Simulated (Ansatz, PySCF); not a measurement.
Diatomic ScN, closed-shell singlet (the spin of the measured ground state). No spin–orbit coupling. Sc is treated without relativity.

The constants come from a fifth-degree fit in 1/R (seven points, main isotopes). Runs in def2 and cc sets follow the lowest solution found near the PBE0 minimum. The singlet is held restricted.

Correlated levels freeze the inner cores; with def2 sets outer-core shells near the valence are correlated too. CBS(a, b) extrapolates the correlation energy as X⁻³ and adds the Hartree–Fock energy of set b. Rows in LANL2DZ carry no dispersion term and start afresh at each structure. LANL2DZ brings its own core potentials from Na on.

Programs: Ansatz (a quantum-chemistry and plane-wave program); PySCF for LANL2DZ rows. Values without a source in brackets are computed.

**Question.** What bond length and harmonic frequency does B3LYP/LANL2DZ give?

**Answer.** r_e = 1.683 Å, ω_e = 962 cm⁻¹.

**Question.** What bond length and harmonic frequency does CCSD/def2-TZVPP give, and what D_e (from each atom's lowest state at the same level)?

**Answer.** r_e = 1.670 Å, ω_e = 881 cm⁻¹, D_e = 2.74 eV.

**Question.** What bond length and harmonic frequency does CCSD(T)/CBS(def2-TZVPP, def2-QZVPP) give?

**Answer.** r_e = 1.662 Å, ω_e = 819 cm⁻¹.

Doubts at one or more of the structures used: a restricted determinant that unrestricted orbitals would lower (CCSD/def2-TZVPP, CCSD(T)/CBS(def2-TZVPP, def2-QZVPP)); T1 above 0.05 (CCSD/def2-TZVPP, CCSD(T)/CBS(def2-TZVPP, def2-QZVPP)).
